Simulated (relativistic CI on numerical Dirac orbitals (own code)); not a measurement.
## d7 in a ligand field

Computed with a parametric ligand-field model of a d^n configuration (Racah B and C, spin-orbit zeta, crystal field), exact diagonalisation.

Field parameters in Wybourne normalisation: Oh B⁴₀ = 21Dq, B⁴₄ = √(5/14) B⁴₀; Td as Oh with Dq negative (B⁴₀ = 21Dq, B⁴₄ = √(5/14) B⁴₀). The field is a parameter set, without covalency.

Q: A d7 ion in Oh symmetry has the ground term 2E and bands at 4T1 1971 cm⁻¹, 2T1 16563 cm⁻¹ (604 nm), 2T2 17352 cm⁻¹ (576 nm), 4T2 19462 cm⁻¹ (514 nm), 2T1 21327 cm⁻¹ (469 nm), 4T1 28953 cm⁻¹ (345 nm), 2T2 31450 cm⁻¹ (318 nm). Which parameters reproduce them?

A: B = 730, C = 3690, ζ = 0 cm⁻¹, Oh, 10Dq = 18950 cm⁻¹.

Q: A d7 ion in Oh symmetry has the ground term 2E and bands at 4T1 6698 cm⁻¹ (1493 nm), 2T1 12989 cm⁻¹ (770 nm), 2T2 13390 cm⁻¹ (747 nm), 2T1 15250 cm⁻¹ (656 nm), 4T2 20151 cm⁻¹ (496 nm), 2T2 20868 cm⁻¹ (479 nm), 4T1 24205 cm⁻¹ (413 nm). Which parameters reproduce them?

A: B = 320, C = 1610, ζ = 0 cm⁻¹, Oh, 10Dq = 14200 cm⁻¹.

Q: A d7 ion in Oh symmetry has the ground term 2E and bands at 4T1 16404 cm⁻¹ (610 nm), 2T1 29776 cm⁻¹ (336 nm), 2T2 30618 cm⁻¹ (327 nm), 2T1 34809 cm⁻¹ (287 nm), 4T2 47087 cm⁻¹ (212 nm), 2T2 47142 cm⁻¹ (212 nm), 4T1 56070 cm⁻¹ (178 nm). Which parameters reproduce them?

A: B = 710, C = 3380, ζ = 0 cm⁻¹, Oh, 10Dq = 32350 cm⁻¹.

Q: Ground term and bands for B = 770, C = 2870, ζ = 0 cm⁻¹, Oh, 10Dq = 7350 cm⁻¹?

A: Ground term 4T1 with 2.08 electrons in the two orbitals of the cubic e set. Spin-allowed: 4T2 6404 cm⁻¹ (1561 nm), 4A2 13754 cm⁻¹ (727 nm), 4T1 17009 cm⁻¹ (588 nm). Lowest spin-forbidden: 2E 6722 cm⁻¹ (1488 nm), 2T1 12685 cm⁻¹ (788 nm), 2T2 12916 cm⁻¹ (774 nm).

Q: Ground term and bands for B = 930, C = 3590, ζ = 0 cm⁻¹, Td, 10Dq = -8500 cm⁻¹?

A: Ground term 4A2 with 4.00 electrons in the two orbitals of the cubic e set. Spin-allowed: 4T2 8500 cm⁻¹ (1176 nm), 4T1 14145 cm⁻¹ (707 nm), 4T1 25305 cm⁻¹ (395 nm). Lowest spin-forbidden: 2E 16891 cm⁻¹ (592 nm), 2T1 17753 cm⁻¹ (563 nm), 2T2 22802 cm⁻¹ (439 nm). With an A2 ground term the first spin-allowed band lies at |10Dq| itself.
